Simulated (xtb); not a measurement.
C4H6 (SMILES [CH2][C]([CH2])[CH2]), triplet, from a rough starting geometry; xtb with GFN2-xTB.

Here is a job for xtb.
```
$ xtb mol.xyz --gfn 2 --uhf 2 --opt vtight --json

# file mol.xyz
10

C     -0.56161816     1.25374213    -0.05422598
C     -0.00832036     0.02151150     0.02906099
C      1.39973490    -0.09305452    -0.04329847
C     -0.84512100    -1.17917083     0.03056548
H     -1.70410630     1.38489655    -0.01858824
H      0.03823023     2.17069748    -0.11194893
H      1.85987054    -1.07563077     0.04278699
H      2.02887364     0.73893842    -0.05768218
H     -1.87510348    -1.03888291     0.07603473
H     -0.37222738    -2.18352259     0.07327743
```

What the program printed (banner, timings and long lists left out):

```
   ID    Z sym.   atoms
    1    6 C      1-4
    2    1 H      5-10

           -------------------------------------------------
          |                Calculation Setup                |
           -------------------------------------------------

           -------------------------------------------------
          |                 G F N 2 - x T B                 |
           -------------------------------------------------

          ...................................................
          :                      SETUP                      :
          :.................................................:
          :  # basis functions                  22          :
          :  # atomic orbitals                  22          :
          :  # shells                           14          :
          :  # electrons                        22          :
          :  max. iterations                   250          :
          :  Hamiltonian                  GFN2-xTB          :
          :  restarted?                      false          :
          :  GBSA solvation                  false          :
          :  PC potential                    false          :
          :  electronic temp.          300.0000000     K    :
          :  accuracy                    1.0000000          :
          :  -> integral cutoff          0.2500000E+02      :
          :  -> integral neglect         0.1000000E-07      :
          :  -> SCF convergence          0.1000000E-05 Eh   :
          :  -> wf. convergence          0.1000000E-03 e    :
          :  Broyden damping             0.4000000          :
          :  net charge                          0          :
          :  unpaired electrons                  2          :
          ...................................................

 iter      E             dE          RMSdq      gap      omega  full diag
   1    -11.6256989 -0.116257E+02  0.491E+00    5.18       0.0  T
   2    -11.6418522 -0.161534E-01  0.299E+00    4.91       1.0  T
   3    -11.6409674  0.884834E-03  0.804E-01    5.09       1.0  T
   4    -11.6429361 -0.196872E-02  0.253E-01    4.91       1.0  T
   5    -11.6433416 -0.405477E-03  0.691E-02    4.96       1.0  T
   6    -11.6433540 -0.124197E-04  0.404E-02    4.97       1.0  T
   7    -11.6433560 -0.200434E-05  0.280E-03    4.97      11.3  T
   8    -11.6433561 -0.265404E-07  0.108E-03    4.97      29.4  T
   9    -11.6433561 -0.251617E-08  0.510E-04    4.97      62.1  T
[...]
         :: total energy             -11.445234079139 Eh    ::
 * total energy  :   -11.4452341 Eh     change       -0.1653788E-11 Eh
 * total energy  :   -11.4546003 Eh     change       -0.9366216E-02 Eh
 * total energy  :   -11.4557602 Eh     change       -0.1159952E-02 Eh
 * total energy  :   -11.4558764 Eh     change       -0.1161922E-03 Eh
 * total energy  :   -11.4558913 Eh     change       -0.1486141E-04 Eh
 * total energy  :   -11.4558923 Eh     change       -0.1046462E-05 Eh
 * total energy  :   -11.4558930 Eh     change       -0.6121314E-06 Eh
 * total energy  :   -11.4558930 Eh     change       -0.2025154E-07 Eh
   *** GEOMETRY OPTIMIZATION CONVERGED AFTER 8 ITERATIONS ***
         :: total energy             -11.455892980124 Eh    ::
[...]
     7   1 H        0.926     0.041     2.430     2.438
     8   1 H        0.926     0.041     2.430     2.438
     9   1 H        0.926     0.041     2.430     2.438
    10   1 H        0.926     0.041     2.430     2.438

 Mol. C6AA /au·bohr⁶  :        966.849656
 Mol. C8AA /au·bohr⁸  :      22336.229663
 Mol. α(0) /au        :         50.280085

Wiberg/Mayer (AO) data.
largest (>0.10) Wiberg bond orders for each atom

 ---------------------------------------------------------------------------
     #   Z sym  total        # sym  WBO       # sym  WBO       # sym  WBO
 ---------------------------------------------------------------------------
     1   6 C    3.545 --     2 C    1.329     6 H    0.982     5 H    0.982
                             3 C    0.114     4 C    0.114
     2   6 C    3.992 --     1 C    1.329     3 C    1.329     4 C    1.329
     3   6 C    3.545 --     2 C    1.329     8 H    0.982     7 H    0.982
                             1 C    0.114     4 C    0.114
     4   6 C    3.545 --     2 C    1.329    10 H    0.982     9 H    0.982
                             1 C    0.114     3 C    0.114
     5   1 H    0.998 --     1 C    0.982
     6   1 H    0.998 --     1 C    0.982
     7   1 H    0.998 --     3 C    0.982
     8   1 H    0.998 --     3 C    0.982
     9   1 H    0.998 --     4 C    0.982
    10   1 H    0.998 --     4 C    0.982
 ---------------------------------------------------------------------------

Topologies differ in total number of bonds
Writing topology from bond orders to xtbtopo.mol

molecular dipole:
                 x           y           z       tot (Debye)
 q only:       -0.000      -0.000       0.000
   full:        0.000      -0.000       0.000       0.000
molecular quadrupole (traceless):
                xx          xy          yy          xz          yz          zz
 q only:        0.532      -0.001       0.529      -0.021      -0.064      -1.061
  q+dip:        2.000      -0.004       1.991      -0.080      -0.243      -3.991
   full:        1.039      -0.002       1.034      -0.042      -0.126      -2.073

optimized geometry written to: xtbopt.xyz

           -------------------------------------------------
          | TOTAL ENERGY              -11.455892980124 Eh   |
          | GRADIENT NORM               0.000054987556 Eh/α |
          | HOMO-LUMO GAP               5.074751408286 eV   |
           -------------------------------------------------
```
